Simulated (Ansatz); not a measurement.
Job for Ansatz (an electronic-structure program): U-CCSD(T)/cc-pVTZ on iminoborane (SMILES B=N), a point of a bond scan (R = 1.750 Å).

Ansatz 0.2 input:
```yaml
crystal:
  periodic: [false, false, false]
  atoms:
    - {symbol: B, position_ang: [-0.00000000, -0.00000000, -0.69205561]}
    - {symbol: N, position_ang: [0.00000000, 0.00000000, 0.54091709]}
    - {symbol: H, position_ang: [0.00000000, 0.00000000, -2.44233755]}
    - {symbol: H, position_ang: [0.00000000, 0.00000000, 1.53276862]}
basis:
  gaussian:
    orbitals: cc-pVTZ
correlation: {method: ccsd_t, electrons: outside_noble_gas}
scf: {omitted_lower_state_checks: [cluster_reference]}
magnetization: {spin_polarized: true, initial_magnetization: 0}
```

It printed:

```
Functional definition: HF
[...]
these checks for a lower state are left out or cut short: cluster_reference
integrals: 0.12 GiB planned
517 factors; integrals over basis functions are off by at most 9.5e-4 eV
mean field: 0.14 GiB planned
mean field evaluation 1: about -2179.7119 eV, gradient 2.9e1 eV
mean field evaluation 2: about -2179.7135 eV, gradient 2.9e1 eV
mean field evaluation 4: about -2183.4998 eV, gradient 2.2e0 eV
mean field evaluation 8: about -2183.5461 eV, gradient 1.1e-4 eV
mean field evaluation 16: about -2183.5443 eV, gradient 1.2e-1 eV
mean field -2183.54613633 eV, -80.2438404495 hartree, gradient 2.7e-6 eV, S^2 0.000000; 2 other end points of the search recorded, 0 dependent functions left out
2 core orbitals not correlated
reference -2183.54613633 eV, -80.2438404495 hartree; 5, 5 occupied and 81, 81 virtual orbitals, 517 factors
second order -8.41317382 eV of doubles, -0.00000000 eV of singles
coupled cluster: 0.34 GiB planned
cycle   1  -8.43017066 eV  change   -1.7e-2 eV  update   8.5e-2
cycle   2  -8.72461083 eV  change   -2.9e-1 eV  update   3.1e-2
cycle   3  -8.82464215 eV  change   -1.0e-1 eV  update   1.7e-2
cycle   4  -8.81923137 eV  change    5.4e-3 eV  update   3.7e-3
cycle   5  -8.82122895 eV  change   -2.0e-3 eV  update   1.5e-3
cycle   6  -8.82150122 eV  change   -2.7e-4 eV  update   4.2e-4
cycle   7  -8.82144941 eV  change    5.2e-5 eV  update   1.3e-4
cycle   8  -8.82149614 eV  change   -4.7e-5 eV  update   4.0e-5
cycle   9  -8.82149786 eV  change   -1.7e-6 eV  update   9.2e-6
perturbative correction -0.42177057 eV, -0.0154997824 hartree
Total energy: -2192.78940476 eV, -80.5835242988 hartree
Checks for a lower state left out: cluster_reference
```

Self-consistency was reached.

Cost: about 3 core-seconds (a rough figure).
